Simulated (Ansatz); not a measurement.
Input file for Ansatz (a quantum-chemistry and plane-wave program): R-SVWN5/def2-TZVPP on CH4O2Si (SMILES CO[Si]O), a point of a torsion scan.

Ansatz 0.2 input:
```yaml
crystal:
  periodic: [false, false, false]
  atoms:
    - {symbol: C, position_ang: [-1.07686910, 0.12795470, 0.23962958]}
    - {symbol: O, position_ang: [-0.29862020, -0.92838890, -0.23271910]}
    - {symbol: Si, position_ang: [1.27595771, -1.34758928, -0.18154958]}
    - {symbol: O, position_ang: [2.15404354, 0.01696967, -0.11663006]}
    - {symbol: H, position_ang: [-1.74390705, -0.24600059, 1.02081823]}
    - {symbol: H, position_ang: [-0.46547961, 0.93596927, 0.65660843]}
    - {symbol: H, position_ang: [-1.67899166, 0.52782958, -0.58033376]}
    - {symbol: H, position_ang: [1.83391152, 0.92234982, -0.10761989]}
basis:
  gaussian:
    orbitals: def2-TZVPP
hamiltonian:
  xc: {name: SVWN5}
scf: {lower_state_search: off}
```

The log:

```
WARN ansatz: RAYON_NUM_THREADS=1 ignored (pool sized by the plan → 1); use --threads N
Functional definition: SVWN5
these checks for a lower state are left out or cut short: stability, starts, cluster_reference, orbital_swaps, neighbouring_geometries, increment
integrals: 0.09 GiB planned
1006 factors; their error is unknown
mean field: 0.71 GiB planned
mean field evaluation 1: about -12993.1138 eV, gradient 8.9e1 eV
mean field evaluation 2: about -12932.0960 eV, gradient 1.9e2 eV
mean field evaluation 4: about -13006.5430 eV, gradient 1.9e1 eV
mean field evaluation 8: about -13007.1131 eV, gradient 8.9e-2 eV
mean field evaluation 16: about -13007.0841 eV, gradient 3.0e-5 eV
mean field -13007.08414054 eV, -478.0015256464 hartree, gradient 3.0e-6 eV, S^2 0.000000; 0 other end points of the search recorded, 0 dependent functions left out
reference -13007.08417518 eV, -478.0015269196 hartree; 20, 20 occupied and 171, 171 virtual orbitals, 1006 factors
Total energy: -13007.08417518 eV, -478.0015269196 hartree
Checks for a lower state left out: stability, starts, cluster_reference, orbital_swaps, neighbouring_geometries, increment
```

Self-consistency was reached.

Cost: about 1.3 core-seconds (a rough figure).
